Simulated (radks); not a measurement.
Results of a calculation; reference values are marked as such.
Ionisation of Nb, [Kr] 4d4 5s1, to Nb+, [Kr] 4d4, under several functionals. Dirac Kohn-Sham, spin-unpolarised, spherical densities, finite nucleus; open shells fill j = l - 1/2 first; a radial shooting solver on a logarithmic mesh with Libxc functionals.

functional                               E(Nb) (hartree)  Exc (hartree)  IE (eV)  -e(HOMO) (eV)  <r> HOMO (bohr)  IE error (eV)
BP86                                         -3820.92670     -119.74077    6.802          3.201            2.208         +0.043
AM05                                         -3816.19793     -114.95017    6.561          3.033            2.201         -0.198
exchange-only LDA                            -3812.23859     -110.91093    6.029          2.245            2.262         -0.730
exchange-only B88                            -3818.58981     -117.35678    6.089          2.343            2.257         -0.670
LDA (Slater exchange, VWN5 correlation)      -3816.02532     -114.77004    6.877          3.229            2.206         +0.119
B86b exchange with PBE correlation           -3820.62056     -119.43413    6.634          3.078            2.206         -0.125
Wu-Cohen GGA                                 -3819.46387     -118.26183    6.605          3.068            2.204         -0.154
exchange-only PBE                            -3818.04098     -116.79535    6.133          2.362            2.263         -0.626

NIST Atomic Spectra Database: 6.759 eV (measured). Closest: BP86. The Delta-SCF values span 0.85 eV, the total energies 8.69 hartree. The highest occupied level is 4d3/2. Spin polarisation and multiplet splitting are left out, so open shells lie too high by an amount that depends on their filling.

Beside tabulated values, note that spin-unpolarised runs miss the spin-polarisation part of the exchange energy of open shells.
